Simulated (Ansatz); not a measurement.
Results of the Gaussian-basis code of Ansatz.

A structure relaxed at PBE0-D4/def2-TZVP, charge 0, multiplicity 1:

```json
{"atom": "C1", "x (Å)": "0.0098", "y (Å)": "-1.2508", "z (Å)": "0.7130"}
{"atom": "C2", "x (Å)": "-0.0064", "y (Å)": "-0.7129", "z (Å)": "-0.5033"}
{"atom": "In3", "x (Å)": "-0.0108", "y (Å)": "1.3888", "z (Å)": "-0.7310"}
{"atom": "Cl4", "x (Å)": "0.0190", "y (Å)": "2.3766", "z (Å)": "1.4078"}
{"atom": "H5", "x (Å)": "0.0202", "y (Å)": "-0.6411", "z (Å)": "1.6127"}
{"atom": "H6", "x (Å)": "0.0135", "y (Å)": "-2.3288", "z (Å)": "0.8632"}
{"atom": "H7", "x (Å)": "-0.0172", "y (Å)": "-1.3671", "z (Å)": "-1.3717"}
{"atom": "H8", "x (Å)": "-0.0279", "y (Å)": "2.5352", "z (Å)": "-1.9907"}
```

Problem. Give its formula and SMILES.

Solution. C2H4ClIn, `C=[CH][InH][Cl]`.

Problem. Point group (tolerance 0.08 Å, 0.16 Å for H)?

Solution. Cs.

Problem. Summarise the bond lengths by kind.

Solution. 1 × C–C 1.330 Å; 3 × C–H 1.087 to 1.088 Å; 1 × C–In 2.114 Å; 1 × Cl–In 2.356 Å; 1 × H–In 1.703 Å.
